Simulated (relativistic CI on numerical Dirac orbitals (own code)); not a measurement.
Sensitivity of the levels of Ru⁸⁺ to α and to the nuclear radius

Computed by Dirac-Coulomb-Breit CI, KLI orbitals optimised for each configuration, derivatives by finite differences, unscaled Slater integrals, QED left out (own radial code, finite nucleus).

Configurations in the expansion (outside the closed core [Ar] 3d10): 4s²4p⁶, 4s²4p⁵4d, 4s4p⁶4d, 4s²4p⁵4f, 4s4p⁶4f, 4s²4p⁵5s, 4p⁶4d², 4p⁵4d³, 4p⁵4d²4f, 4p⁵4d²5s. Double excitations out of closed p, d and f shells are left out; levels of such configurations are missing from the list, as are those of other unlisted configurations, and high levels can miss mixing partners.

With x = (α/α₀)² − 1 an excitation energy changes as ω = ω₀ + qx; K = 2q/ω₀ is the relative enhancement. Terms are leading LS components, so labels can repeat. The field-shift factor is F = δν/δ⟨r²⟩ for the transition from the lowest level.

Lowest level 4s²4p⁶ ¹S0.

```csv
Level,ω₀ (cm⁻¹),q (cm⁻¹),K,F (GHz/fm²)
4s²4p⁵4d ³P°0,357785,2155,0.012,1.15
4s²4p⁵4d ³P°1,362379,5361,0.0296,1.13
4s²4p⁵4d ³P°2,371693,11430,0.0615,1.1
4s²4p⁵4d ³F°4,373569,6855,0.0367,1.09
4s²4p⁵4d ³F°3,376975,5765,0.0306,1.03
4s²4p⁵4d ³F°2,384545,9572,0.0498,1.01
4s²4p⁵4d ³D°3,399947,6456,0.0323,1.27
4s²4p⁵4d ³D°1,411651,20120,0.0977,0.964
4s²4p⁵4d ¹D°2,411825,29970,0.146,0.715
4s²4p⁵4d ³D°2,420948,34860,0.166,0.798
4s²4p⁵4d ¹F°3,424800,37210,0.175,0.721
4s²4p⁵4d ¹P°1,527605,18740,0.071,1.2
4s²4p⁵5s ³P°2,649688,-16130,-0.0497,15.2
```

At this charge configurations can still be misplaced by up to about 7 % of their energy.
